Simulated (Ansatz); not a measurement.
Ca₄O₄⁺. Total charge 1; doublet. Geometry PBE-D4/def2-SVP, that of the neutral singlet; atoms count from 1.

```csv
atom,x (Å),y (Å),z (Å)
Ca1,-2.094,-1.734,0.379
Ca2,-1.776,2.010,-0.621
Ca3,2.092,1.745,-0.336
Ca4,1.778,-2.023,0.573
O5,2.598,-0.184,0.162
O6,-2.598,0.184,-0.160
O7,0.214,2.523,-0.641
O8,-0.214,-2.522,0.643
```

The structure comes from a short search, and lower isomers may exist.

Estimate the Mulliken populations from the PBE0/def2-TZVP orbitals of Ansatz.


| atom | charge (e) | spin (α − β) |
| --- | --- | --- |
| Ca1 | 1.30 | -0.02 |
| Ca2 | 1.30 | -0.02 |
| Ca3 | 1.30 | -0.02 |
| Ca4 | 1.30 | -0.02 |
| O5 | -1.05 | 0.27 |
| O6 | -1.05 | 0.27 |
| O7 | -1.05 | 0.27 |
| O8 | -1.05 | 0.27 |
Mulliken values depend strongly on the basis.

Where does the spin sit?

Summed by element: Ca -0.07, O 1.07, of 1 unpaired in all. Largest on single atoms: O8 0.27, O5 0.27, O7 0.27.

And the Mayer bond orders between heavy atoms (over 0.3)?

Ca1–O6 0.61 (2.06 Å); Ca1–O8 0.60 (2.06 Å); Ca2–O6 0.60 (2.05 Å); Ca2–O7 0.60 (2.05 Å); Ca3–O5 0.60 (2.06 Å); Ca3–O7 0.60 (2.06 Å); Ca4–O5 0.60 (2.05 Å); Ca4–O8 0.60 (2.05 Å).
